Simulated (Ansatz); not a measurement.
```yaml
crystal:
  periodic: [false, false, false]
  atoms:
    - {symbol: B, position_ang: [-1.063892, -0.117425, -0.727447]}
    - {symbol: Ge, position_ang: [0.613787, -0.115431, 0.457629]}
    - {symbol: Br, position_ang: [1.642291, 1.968005, 0.457215]}
    - {symbol: H, position_ang: [-1.689001, -1.130310, -0.829193]}
    - {symbol: H, position_ang: [-1.421286, 0.859708, -1.307104]}
    - {symbol: H, position_ang: [0.295386, -0.423662, 1.931455]}
    - {symbol: H, position_ang: [1.683816, -1.108984, -0.028255]}
basis:
  gaussian: {orbitals: pcseg-2}
magnetization: {spin_polarized: true, initial_magnetization: 0}
hamiltonian: {xc: {name: CAM-B3LYP}}
output: {forces: true}
```

```sh
$ ansatz run in.yaml --threads 2 --pin off --events-out ev --progress --plain --max-ram 4352MiB
```

It prints (some lines left out):

```
Functional definition: CAM-B3LYP
1152 factors; their error is unknown
272 factors; integrals over basis functions are off by at most 2.4e-5 eV
mean field evaluation 1: about -127313.8572 eV, gradient 1.3e1 eV
mean field evaluation 2: about -127314.3202 eV, gradient 9.6e0 eV
mean field evaluation 4: about -127314.6090 eV, gradient 3.7e-1 eV
mean field evaluation 8: about -127315.0026 eV, gradient 4.8e-2 eV
mean field -127315.00258427 eV, -4678.7400477636 hartree, gradient 3.8e-5 eV, S^2 0.000000; 0 other end points of the search recorded, 0 dependent functions left out
reference -127315.00272754 eV, -4678.7400530287 hartree; 38, 38 occupied and 134, 134 virtual orbitals, 1152 factors
Total energy: -127315.00272754 eV, -4678.7400530287 hartree
Atom 0 at    -1.063892    -0.117425    -0.727447 Å, force    -0.100350    -0.009863    -0.067785 eV/Å
Atom 1 at     0.613787    -0.115431     0.457629 Å, force    -0.006749    -0.201598     0.065647 eV/Å
Atom 2 at     1.642291     1.968005     0.457215 Å, force     0.048278     0.087651     0.003774 eV/Å
Atom 3 at    -1.689001    -1.130310    -0.829193 Å, force     0.079864     0.137616     0.010935 eV/Å
Atom 4 at    -1.421286     0.859708    -1.307104 Å, force     0.045295    -0.133674     0.076489 eV/Å
Atom 5 at     0.295386    -0.423662     1.931455 Å, force     0.027036     0.030072    -0.129606 eV/Å
Atom 6 at     1.683816    -1.108984    -0.028255 Å, force    -0.093374     0.089796     0.040546 eV/Å
Dipole moment:    -0.316923    -0.398407    -0.085000 e Å
```

Run time 9.5 s (2 threads of an Arm Neoverse V1 on a shared host); peak host memory 0.71 GiB.
